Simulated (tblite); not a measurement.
`CCC1=C[P@@]1(=C)CCC`. Structure optimised with GFN2-xTB, isolated species.

```
atom  x, y, z in Å
C1     0.4441   -2.8776   -0.3490
P2     0.0223   -1.3207    0.2042
C3    -1.7996   -1.0844    0.1606
C4    -2.1680    0.3554   -0.1610
C5    -1.7428    0.7022   -1.5798
C6     0.6887   -0.6690    1.7366
C7     0.8457    0.2329    0.7495
C8     1.5257    1.5189    0.4847
C9     2.5489    1.3488   -0.6377
H10    1.5038   -3.0848   -0.2357
H11    0.0936   -3.0441   -1.3638
H12   -2.1900   -1.3973    1.1333
H13   -2.1801   -1.7727   -0.5972
H14   -3.2445    0.5005   -0.0447
H15   -1.6628    1.0158    0.5490
H16   -2.3336    0.1445   -2.3032
H17   -0.6939    0.4342   -1.7188
H18   -1.8616    1.7644   -1.7806
H19    0.9850   -0.7913    2.7620
H20    2.0187    1.8665    1.3979
H21    0.7872    2.2679    0.1839
H22    3.3146    0.6336   -0.3454
H23    2.0610    0.9774   -1.5370
H24    3.0259    2.2985   -0.8667
```

Problem. What is the longest distance between nuclei?

Solution. H12···H24, 6.70 Å; the next longest distance is 6.61 Å.

Problem. Work out the bond lengths C1=P2, P2–C6, C3–C4, C5–H16, C5–H17, C5–H18, C7–C8, C8–H20 in pm.

Solution. For C1=P2 the difference vector is (-0.4218, 1.5569, 0.5532) Å, of length 1.7053 Å. C1=P2 170.5; P2–C6 179.4; C3–C4 152.1; C5–H16 108.8; C5–H17 109.1; C5–H18 108.8; C7–C8 147.9; C8–H20 109.4 pm.

Problem. How far apart are these pairs, which share no bond: C6···H21, H10···H12, H10···H15, H10···H17, H14···H18, H16···H20, H17···H21?

Solution. C6···H21 3.324 Å (3 bonds apart); H10···H12 4.286 Å (4 bonds apart); H10···H15 5.240 Å (5 bonds apart); H10···H17 4.406 Å (6 bonds apart); H14···H18 2.554 Å (3 bonds apart); H16···H20 5.967 Å (7 bonds apart); H17···H21 3.029 Å (7 bonds apart).

Problem. Where is the centre of mass (commonest isotopes), and what is the radius of gyration?

Solution. Mass 142.091 u; centre at (0.031, -0.315, 0.045) Å; Rg = √(Σ m r²/M) = 2.207 Å. As Ia + Ib + Ic = 2 Σ m r², the three principal moments sum to 1384.6 u·Å².

Problem. How far are the heavy atoms from their best plane (unweighted least squares)?

Solution. 0.774 Å rms; C1 1.16, P2 0.15, C3 0.38, C4 0.54, C5 0.81, C6 1.25, C7 0.52, C8 0.40, C9 0.97 Å (magnitudes).

Problem. Give the dihedral angles C1–P2–C6–C7, C7–P2–C3–H12, C7–P2–C3–C4, P2–C7–C8–H20, H13–C3–C4–C5.

Solution. C1–P2–C6–C7 130° (anticlinal); C7–P2–C3–H12 -92° (anticlinal); C7–P2–C3–C4 30°; P2–C7–C8–H20 -165° (antiperiplanar); H13–C3–C4–C5 -52° (synclinal). Dihedral signs follow IUPAC: positive where, seen along the central bond, the front bond turns clockwise onto the rear one.

Problem. What is the repulsion energy of the bare nuclei, Σ ZA·ZB/RAB?

Solution. 545.17 Eh over 276 pairs, with full nuclear charges and distances in bohr; the largest single term is 27.93 Eh (C1 with P2).

Problem. Write the matrix of distances between heavy atoms (Å, lower triangle).

Solution. 
```
C1    0.000
P2    1.705  0.000
C3    2.917  1.838  0.000
C4    4.161  2.782  1.521  0.000
C5    4.372  3.223  2.495  1.521  0.000
C6    3.048  1.794  2.975  3.579  4.335  0.000
C7    3.323  1.841  3.013  3.151  3.514  1.346  0.000
C8    4.604  3.225  4.236  3.926  3.951  2.656  1.479  0.000
C9    4.730  3.771  5.047  4.844  4.441  3.629  2.464  1.528  0.000
```

Its GFN2-xTB frequencies are all real (lowest 34 cm⁻¹). One conformer, not necessarily the lowest. 3 starts were optimised and ended at 0.00, 2.18 and -14.20 kcal/mol (GFN2-xTB); the lowest of these is shown.

The run took 2.8 s on one thread, Arm Neoverse V1 (aarch64), shared host with 32 logical CPUs at a one-minute load of 10. This is the geometry optimisation.

All values are computed, not measured.
